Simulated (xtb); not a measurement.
F₃Te, doublet, geometry from GFN2-xTB (the spin is typed, not shown lowest); GFN1-xTB (xtb).

Here is a job for xtb.
```
$ xtb mol.xyz --gfn 1 --uhf 1 --etemp 1000 --json

# file mol.xyz
4

Te    -0.02303119    -0.20998681     0.25384591
F     -1.85637227    -0.22488197    -0.59006750
F      0.03390534     1.30408449    -0.92930113
F      1.95553606     0.13405462     0.05270334
```

Output, abridged:

```
   ID    Z sym.   atoms
    1   52 Te     1
    2    9 F      2-4

           -------------------------------------------------
          |                Calculation Setup                |
           -------------------------------------------------

           -------------------------------------------------
          |                 G F N 1 - x T B                 |
           -------------------------------------------------

          ...................................................
          :                      SETUP                      :
          :.................................................:
          :  # basis functions                  22          :
          :  # atomic orbitals                  21          :
          :  # shells                            9          :
          :  # electrons                        27          :
          :  # halogen bonds                     0          :
          :  max. iterations                   250          :
          :  Hamiltonian                  GFN1-xTB          :
          :  restarted?                      false          :
          :  GBSA solvation                  false          :
          :  PC potential                    false          :
          :  electronic temp.         1000.0000000     K    :
          :  accuracy                    1.0000000          :
          :  -> integral cutoff          0.2500000E+02      :
          :  -> integral neglect         0.1000000E-07      :
          :  -> SCF convergence          0.1000000E-05 Eh   :
          :  -> wf. convergence          0.2000000E-04 e    :
          :  Broyden damping             0.4000000          :
          :  net charge                          0          :
          :  unpaired electrons                  1          :
          ...................................................

 iter      E             dE          RMSdq      gap      omega  full diag
   1    -19.1092905 -0.191093E+02  0.701E+00    3.27       0.0  T
   2    -19.0768001  0.324904E-01  0.295E+00    3.16       1.0  T
   3    -19.0821742 -0.537409E-02  0.487E+00    3.21       1.0  T
   4    -19.1527795 -0.706052E-01  0.611E-01    3.29       1.0  T
   5    -19.1546263 -0.184678E-02  0.191E-01    3.26       1.0  T
   6    -19.1548324 -0.206181E-03  0.166E-02    3.26       3.0  T
   7    -19.1548325 -0.826791E-07  0.766E-03    3.26       6.5  T
   8    -19.1548328 -0.250783E-06  0.343E-04    3.26     145.8  T
   9    -19.1548328 -0.645205E-09  0.235E-05    3.26    2126.3  T
  10    -19.1548328 -0.294165E-11  0.232E-06    3.26   21571.8  T

   *** convergence criteria satisfied after 10 iterations ***

         :::::::::::::::::::::::::::::::::::::::::::::::::::::
         ::                     SUMMARY                     ::
         :::::::::::::::::::::::::::::::::::::::::::::::::::::
         :: total energy             -19.152098376007 Eh    ::
         :: gradient norm              0.031212732506 Eh/a0 ::
         :: HOMO-LUMO gap              3.258812838157 eV    ::
         ::.................................................::
         :: SCC energy               -19.154832765813 Eh    ::
         :: -> electrostatic           0.078282548159 Eh    ::
         :: repulsion energy           0.003465944097 Eh    ::
         :: dispersion energy         -0.000731554292 Eh    ::
         :: halogen bond corr.         0.000000000000 Eh    ::
         :: add. restraining           0.000000000000 Eh    ::
         :: total charge              -0.000000000000 e     ::
         :::::::::::::::::::::::::::::::::::::::::::::::::::::

           -------------------------------------------------
          |                Property Printout                |
           -------------------------------------------------

    * Orbital Energies and Occupations

         #    Occupation            Energy/Eh            Energy/eV
      -------------------------------------------------------------
         1        2.0000           -1.2881483             -35.0523
         2        2.0000           -0.8791570             -23.9231
         3        2.0000           -0.8621890             -23.4614
         4        2.0000           -0.8443452             -22.9758
         5        2.0000           -0.6214156             -16.9096
         6        2.0000           -0.6203314             -16.8801
         7        2.0000           -0.6090981             -16.5744
         8        2.0000           -0.5887199             -16.0199
         9        2.0000           -0.5730407             -15.5932
        10        2.0000           -0.5686188             -15.4729
        11        2.0000           -0.5611355             -15.2693
        12        2.0000           -0.5606632             -15.2564
        13        2.0000           -0.5513155             -15.0021
        14        1.0000           -0.4878977             -13.2764 (HOMO)
        15                         -0.3681386             -10.0176 (LUMO)
        16                         -0.3251368              -8.8474
        17                         -0.0995704              -2.7094
        18                         -0.0738074              -2.0084
        19                          0.0362649               0.9868
        20                          0.0800647               2.1787
        21                          0.3316901               9.0257
      -------------------------------------------------------------
                  HL-Gap            0.1197592 Eh            3.2588 eV
             Fermi-level           -0.4737351 Eh          -12.8910 eV

  Mulliken/CM5 charges         n(s)   n(p)   n(d)
     1Te    0.63931  0.74022   1.990  2.857  0.513
     2F    -0.23743 -0.26831   1.861  5.376  0.000
     3F    -0.16445 -0.20360   1.840  5.325  0.000
     4F    -0.23743 -0.26831   1.861  5.376  0.000

Wiberg/Mayer (AO) data.
largest (>0.10) Wiberg bond orders for each atom

 ---------------------------------------------------------------------------
     #   Z sym  total        # sym  WBO       # sym  WBO       # sym  WBO
 ---------------------------------------------------------------------------
     1  52 Te   3.255 --     3 F    1.118     4 F    1.069     2 F    1.069
     2   9 F    1.221 --     1 Te   1.069
     3   9 F    1.272 --     1 Te   1.118
     4   9 F    1.221 --     1 Te   1.069
 ---------------------------------------------------------------------------

Topologies differ in total number of bonds
Writing topology from bond orders to xtbtopo.mol

 dipole moment from electron density (au)
     X       Y       Z
  -0.1282  -0.9818   1.3084  total (Debye):    4.170

           -------------------------------------------------
          | TOTAL ENERGY              -19.152098376007 Eh   |
          | GRADIENT NORM               0.031212732506 Eh/α |
          | HOMO-LUMO GAP               3.258812838157 eV   |
           -------------------------------------------------

normal termination of xtb
```
